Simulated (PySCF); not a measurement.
# Computed spin Hamiltonian

Compound: C₃H₁₂NSi₂ (doublet state).
Z-matrix (Å and degrees, GFN2-xTB geometry), rows numbered from 1:
```
C 
C   1  1.5213
Si  2  1.9111  1  112.84
C   3  1.9040  2  110.73  1  -176.51
N   3  1.7423  2  104.20  1   -66.22
Si  3  2.2918  2  109.06  1    64.06
H   1  1.0895  2  111.19  3  -178.25
H   1  1.0886  2  110.72  3   -58.00
H   1  1.0880  2  110.59  3    61.83
H   2  1.0904  1  108.93  3  -122.31
H   2  1.0908  1  108.77  3   121.87
H   4  1.0847  3  111.48  2   -59.49
H   4  1.0849  3  111.54  2    61.17
H   4  1.0853  3  110.61  2  -179.02
H   5  1.0079  3  119.30  2  -164.70
H   5  1.0077  3  119.45  2    55.81
H   6  1.4676  3  120.05  2   169.77
H   6  1.4681  3  121.12  2   -57.07
```

The hyperfine couplings belong to this conformer and change with its torsions.

The species is `CC[Si@@](C)(N)[SiH2]` [radical].

The calculation used UKS B3LYP, pcH-1 on C H N Si, non-relativistic, mean-field spin-orbit, GIAO (PySCF 2.14.0). Geometry: GFN2-xTB, one conformer, isolated molecule. A GFN2-xTB geometry isn't a minimum of the functional, and hyperfine couplings can be far from their values at a DFT geometry, by a factor of two or more for some ions and for spin on atoms past the first row. The SCF solution wasn't tested for stability.

| Property | Result |
| --- | --- |
| g1, g2, g3 | 2.00204, 2.00462, 2.00566 |
| g_iso | 2.00411 |
| Form of g | rhombic: the two nearest values differ by 29 % of g3 − g1 |
| ⟨S²⟩ | 0.7532 (exact 0.7500) |
| α and β electrons | 33, 32 |
| HOMO–LUMO gap, α and β orbitals | 5.58, 4.13 eV |
| Total energy | -755.32753 Eh |
| Basis functions | 290 |

Hyperfine couplings atom by atom, in MHz; T1 to T3 are the principal values of the dipolar part; ρ(0) is the spin density at the nucleus:

| atom | isotope | a_iso | of which spin–orbit | T1 | T2 | T3 | Mulliken spin population | ρ(0) (bohr⁻³) |
| --- | --- | --- | --- | --- | --- | --- | --- | --- |
| C1 | 13C | 0.5 | 0.0 | -0.3 | -0.2 | 0.5 | 0.00 | 0.0005 |
| C2 | 13C | -2.6 | 0.0 | -0.7 | -0.1 | 0.7 | 0.00 | -0.0023 |
| Si3 | 29Si | -18.8 | 0.0 | -5.6 | 1.0 | 4.6 | 0.02 | 0.0212 |
| C4 | 13C | -2.4 | 0.0 | -0.6 | 0.1 | 0.5 | 0.00 | -0.0021 |
| N5 | 14N | 4.1 | 0.0 | -3.7 | -3.6 | 7.3 | 0.06 | 0.0127 |
| Si6 | 29Si | -254.6 | 0.9 | -176.2 | 87.0 | 89.2 | 0.99 | 0.2875 |
| H7 | 1H | 0.2 | 0.0 | -0.7 | -0.6 | 1.3 | 0.00 | 0.0000 |
| H8 | 1H | 0.2 | 0.0 | -1.9 | -1.3 | 3.2 | 0.00 | 0.0000 |
| H9 | 1H | 0.0 | 0.0 | -1.0 | -0.7 | 1.7 | 0.00 | 0.0000 |
| H10 | 1H | -0.6 | 0.0 | -1.0 | -0.5 | 1.5 | 0.00 | -0.0001 |
| H11 | 1H | 3.0 | 0.0 | -1.9 | -1.2 | 3.2 | 0.00 | 0.0007 |
| H12 | 1H | 3.1 | 0.0 | -1.8 | -1.1 | 3.0 | 0.00 | 0.0007 |
| H13 | 1H | -1.2 | 0.0 | -1.0 | -0.5 | 1.5 | 0.00 | -0.0003 |
| H14 | 1H | 0.8 | 0.0 | -1.5 | -1.0 | 2.5 | 0.00 | 0.0002 |
| H15 | 1H | -4.5 | 0.0 | -5.1 | -0.8 | 5.9 | 0.00 | -0.0010 |
| H16 | 1H | -4.5 | 0.0 | -5.1 | -0.9 | 6.0 | 0.00 | -0.0010 |
| H17 | 1H | -14.6 | 0.0 | -10.8 | 2.6 | 8.2 | -0.03 | -0.0033 |
| H18 | 1H | -14.3 | 0.0 | -10.8 | 2.6 | 8.2 | -0.03 | -0.0032 |

The largest Mulliken spin population is on Si6 (+0.99). The angles at Si6 add up to 345.5°, so it is pyramidal.

Axes: g2 points within 12° of the Si3–Si6 bond.

Under fast tumbling the dipolar parts average out, and these isotropic splittings remain: 2 × 1H (H17/H18, I = 1/2, 3 lines) with 0.52 mT, 2 × 1H (H15/H16, I = 1/2, 3 lines) with 0.16 mT, 1 × 14N (N5, I = 1, 3 lines) with 0.15 mT, 1 × 1H (H11, I = 1/2, 2 lines) with 0.11 mT and 3 × 1H (H12/H13/H14, I = 1/2, 4 lines) with 0.03 mT.

Class means assume fast exchange of nuclei equivalent by connectivity; if that motion is slow, each nucleus keeps its own coupling.

The 29Si coupling of Si6 (-254.6 MHz) shows only in satellite lines or after enrichment, since that isotope makes up about 4.7 % of natural silicon.
